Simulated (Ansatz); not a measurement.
`C[AsH]N[SiH3]` + `[AlH3]` → `C[AsH][AlH2]` + `N[SiH3]` at 600 K and 1 bar (formal exchange of groups at the As–N bond).

Program: Ansatz. Geometries: PBE0-D4/def2-TZVP. ΔE: electronic, gas phase. CBS: MP2 limit from def2 TZ/QZ plus the TZ coupled-cluster correction, frozen cores. This one scheme is used for every species. For As outer-core shells are correlated without core-valence functions, which leaves a few kJ/mol of doubt a bond. Scalar relativity is left out up to krypton. Each species was taken in one conformer, which may not be the lowest.

```tsv
species	CCSD(T)/CBS energy (Eh)	H − E (kJ/mol)	S (J/(mol·K))
`C[AsH]N[SiH3]`	-2621.67089	294.2	464.2
`[AlH3]`	-243.78045	74.2	242.3
`C[AsH][AlH2]`	-2518.67463	208.5	418.7
`N[SiH3]`	-346.80422	170.6	320.8
```

H − E and S are ideal-gas, rigid-rotor, harmonic terms from PBE0-D4/def2-TZVP, for one conformer and one mirror image of each species. 1 Eh = 2625.50 kJ/mol, R = 8.31446 J/(mol·K).

Q: By hand: ΔE, ΔH, ΔS and ΔG.

A: ΔE = (-2518.67463) + (-346.80422) − (-2621.67089) − (-243.78045) = -0.02751 Eh = -72.2 kJ/mol. Δ(H − E) = 208.5 + 170.6 − 294.2 − 74.2 = 10.7, so ΔH = -61.5 kJ/mol. ΔS = 418.7 + 320.8 − 464.2 − 242.3 = 33.0 J/(mol·K). ΔG = -61.5 − 600 × (33.0)/1000 = -81.3 kJ/mol.

Q: By hand: the equilibrium constant, and the temperature at which ΔG would vanish if ΔH and ΔS stayed fixed.

A: log₁₀ K = −ΔG/(RT ln 10) = 7.1. ΔH and −TΔS have one sign here, so there is no such temperature.

ΔH outweighs TΔS. A doubt of 5 kJ/mol in ΔE shifts log₁₀ K by 0.4 here. Other conformers and mirror images would add mixing entropy, several J/(mol·K) or more a flexible species. These are equilibria of isolated gas molecules and say nothing of rates. Largest T1 diagnostic: 0.011 (customary marks: 0.02 for closed shells, 0.045 for open ones).
